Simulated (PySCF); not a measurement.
BH3O2Si (calculated)

Computed with PySCF 2.14.0. Calculation on a computer-drawn molecule: the log of a Hartree-Fock and frozen-core CCSD(T) single point meant for a local Hartree-Fock minimum, with one planted fault or none, to be diagnosed. Offsets are logged minus clean, where the clean run is the same molecule without the fault. The reference is restricted for singlets and unrestricted otherwise, and also for a bond in bohr or an excited solution. Adding or removing an electron swaps singlet and doublet. The excited solution moves the top pair (singlet) or top alpha electron (doublet) to the lowest empty orbital. Highest occupied and lowest empty are orbital energies over both spins, largest force is the largest gradient component, triples share is (T) over the correlation energy, the T1 limit is 0.02 restricted and 0.045 unrestricted, electrons count all cores, a negative frequency is imaginary (commonest isotopes), and the dipole is about the centre of nuclear charge.

```xyz
7
formula=BH3O2Si meant_charge=0 meant_multiplicity=1 meant_basis=cc-pV(D+d)Z logged_electrons=39 logged_basis_functions=80 logged_SCF_converged=yes logged_spin_squared=0.7665 logged_highest_occupied=-0.50994 logged_lowest_empty=7.6459 logged_largest_force=0.050313 logged_T1_diagnostic=0.020727 logged_D1_diagnostic=0.075302 logged_triples_share=0.028231 logged_CC_converged=yes logged_dipole_magnitude=1.5074 logged_SCF_stable_within_its_kind=yes logged_energy_HF=-465.12205 logged_energy_CCSD(T)=-465.72097 possible_faults=no_fault,one_electron_removed,one_electron_added,multiplicity_raised_by_two,geometry_at_a_saddle_point,SCF_held_on_an_excited_solution,minimal_basis_STO-3G,one_bond_length_entered_in_bohr,all_coordinates_scaled planted_fault=one_electron_added HF_energy_offset_from_clean_run=2.13 CCSD(T)_energy_offset_from_clean_run=-1.339
O     -0.2656    -0.2822     1.2626
Si    -1.6376     0.2371     1.6080
B     -2.1905     1.9257     0.5852
O     -1.2493     2.3488    -0.2632
H     -2.5254    -0.4079     2.6022
H     -3.2157     2.5395     0.6654
H     -0.4673     1.8069    -0.2667
```

Units: logged_highest_occupied, logged_lowest_empty in eV; logged_largest_force in hartree/bohr; logged_dipole_magnitude in debye; logged_energy_HF, logged_energy_CCSD(T) in hartree; HF_energy_offset_from_clean_run, CCSD(T)_energy_offset_from_clean_run in kcal/mol.

Drawn bonds:
```tsv
atom	other atom	order
1	2	2
2	3	1
3	4	1
2	5	1
3	6	1
4	7	1
```
